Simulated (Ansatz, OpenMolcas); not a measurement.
[SiF3]− (SMILES F[Si-](F)F): methods side by side

The species is [SiF3]− (4 atoms), meant as a singlet with charge -1. SMILES: `F[Si-](F)F`. Geometry: relaxed at GFN2-xTB.

```xyz
4

Si   -0.0045    0.0058    0.6851
F     1.4283   -0.0310   -0.2170
F    -0.6873    1.2503   -0.2428
F    -0.7365   -1.2251   -0.2253
```

Quantity: the energy change with the Si1–F4 bond stretched from 1.697 to 2.545 Å, in eV. The values are calculated.

```json
{"level": "HF/STO-3G (restricted)", "kind": "Hartree–Fock", "program": "OpenMolcas", "value (eV)": "4.44", "less FCI/STO-3G": "+1.15", "CPU time (all runs)": "3 s"}
{"level": "SVWN5/STO-3G (restricted)", "kind": "LDA", "program": "OpenMolcas", "value (eV)": "2.88", "less FCI/STO-3G": "-0.41", "CPU time (all runs)": "8.1 s"}
{"level": "BLYP/STO-3G (restricted)", "kind": "GGA", "program": "Ansatz", "value (eV)": "2.45", "less FCI/STO-3G": "-0.84", "CPU time (all runs)": "0.97 s"}
{"level": "PBE0/STO-3G (restricted)", "kind": "global hybrid", "program": "Ansatz", "value (eV)": "3.12", "less FCI/STO-3G": "-0.17", "CPU time (all runs)": "0.93 s"}
{"level": "CAM-B3LYP/STO-3G (restricted)", "kind": "range-separated hybrid", "program": "Ansatz", "value (eV)": "3.38", "less FCI/STO-3G": "+0.09", "CPU time (all runs)": "1.1 s"}
{"level": "wB97X/STO-3G (restricted)", "kind": "range-separated hybrid", "program": "Ansatz", "value (eV)": "3.40", "less FCI/STO-3G": "+0.11", "CPU time (all runs)": "3.9 s"}
{"level": "B2PLYP/STO-3G (restricted)", "kind": "double hybrid", "program": "OpenMolcas", "value (eV)": "3.22", "less FCI/STO-3G": "-0.07", "CPU time (all runs)": "8.6 s"}
{"level": "RPA@PBE/STO-3G (restricted)", "kind": "RPA", "program": "Ansatz", "value (eV)": "2.46", "less FCI/STO-3G": "-0.83", "CPU time (all runs)": "1.5 s"}
{"level": "FCI/STO-3G", "kind": "exact in the basis", "program": "OpenMolcas", "value (eV)": "3.29", "less FCI/STO-3G": "0.00", "CPU time (all runs)": "12 min"}
```

FCI/STO-3G is exact within its basis and frozen core, so for wave-function methods in that basis the difference is their error; functionals converge differently with the basis, so for them it is only a difference. A spin-restricted reference rises too steeply as a bond breaks; here HF/STO-3G lie well above the multireference or unrestricted value. Where it was recorded, the anion's HOMO is positive in HF/STO-3G, SVWN5/STO-3G, B2PLYP/STO-3G: a fault of the level (basis or self-interaction), which says nothing on whether the real anion is bound. Sets without diffuse functions describe the anion poorly. The first shape isn't each level's own minimum. The values span 2.45 to 4.44 eV. All rows use very small basis sets, so none should be taken for the real molecule's value. Times are those of the runs behind each value, whatever else they computed, on shared processors of several kinds: orders of magnitude only.
